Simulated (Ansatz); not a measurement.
Total energies of `C[S+](C)[Au-][SH]`.

```xyz
12

C     0.475   -1.613    0.625
S     0.751   -0.183   -0.431
C     1.222    1.035    0.807
Au   -1.309    0.454   -1.240
S    -3.348    1.083   -2.012
H     0.130   -2.421   -0.018
H    -0.283   -1.399    1.377
H     1.417   -1.896    1.096
H     1.371    1.978    0.284
H     2.156    0.724    1.276
H     0.437    1.153    1.553
H    -3.018    1.086   -3.316
```

The species carries charge 0 and has multiplicity 1. Correlated methods include outer-core shells of Au, which these sets cover unevenly. Au takes the def2 core potential. Geometry: relaxed with PBE0-D4/def2-TZVP. It is one conformer, not always the lowest. Basis def2-TZVPP, the Gaussian-basis code of Ansatz.

RPA on PBE orbitals: Hartree–Fock energy of these orbitals -1009.69677 Eh, correlation -2.04831 Eh (frozen core).

```json
{"functional": "LDA (SPW92)", "energy without D4 (Eh)": "-1008.97607", "D4 term (kJ/mol)": "–"}
{"functional": "BLYP", "energy without D4 (Eh)": "-1012.59253", "D4 term (kJ/mol)": "-67.6"}
{"functional": "r2SCAN", "energy without D4 (Eh)": "-1012.62860", "D4 term (kJ/mol)": "-7.6"}
{"functional": "B97M-V", "energy without D4 (Eh)": "-1012.45214", "D4 term (kJ/mol)": "–"}
{"functional": "B3LYP", "energy without D4 (Eh)": "-1012.75861", "D4 term (kJ/mol)": "-50.9"}
{"functional": "r2SCANh", "energy without D4 (Eh)": "-1012.59651", "D4 term (kJ/mol)": "-8.3"}
{"functional": "r2SCAN0", "energy without D4 (Eh)": "-1012.55014", "D4 term (kJ/mol)": "-9.2"}
{"functional": "BHLYP", "energy without D4 (Eh)": "-1012.46556", "D4 term (kJ/mol)": "-42.6"}
{"functional": "LC-ωPBE", "energy without D4 (Eh)": "-1012.41312", "D4 term (kJ/mol)": "–"}
{"functional": "ωB97X-V", "energy without D4 (Eh)": "-1012.49030", "D4 term (kJ/mol)": "–"}
```

(1) Give the same for PBE, revPBE, PBE0, HSE06 (plane-wave form), CAM-B3LYP, ωB97M-V, B2PLYP, PBE-QIDH. (Estimate.)

B3LYP takes the VWN-RPA correlation (the form of Gaussian; ORCA's B3LYP/G). HSE06 is the plane-wave form, built on full-range PBE exchange. The double hybrids freeze the cores in their second-order part.

Results:

(1) Computed: 
```json
{"functional": "PBE", "energy without D4 (Eh)": "-1012.25618", "D4 term (kJ/mol)": "-31.3"}
{"functional": "revPBE", "energy without D4 (Eh)": "-1012.58636", "D4 term (kJ/mol)": "-86.9"}
{"functional": "PBE0", "energy without D4 (Eh)": "-1012.28868", "D4 term (kJ/mol)": "-26.7"}
{"functional": "HSE06 (plane-wave form)", "energy without D4 (Eh)": "-1012.26834", "D4 term (kJ/mol)": "-25.2"}
{"functional": "CAM-B3LYP", "energy without D4 (Eh)": "-1012.59115", "D4 term (kJ/mol)": "-27.6"}
{"functional": "ωB97M-V", "energy without D4 (Eh)": "-1012.48130", "D4 term (kJ/mol)": "–"}
{"functional": "B2PLYP", "energy without D4 (Eh)": "-1012.19607", "D4 term (kJ/mol)": "–"}
{"functional": "PBE-QIDH", "energy without D4 (Eh)": "-1011.98942", "D4 term (kJ/mol)": "–"}
```

LC-ωPBE has ω = 0.4 bohr⁻¹.
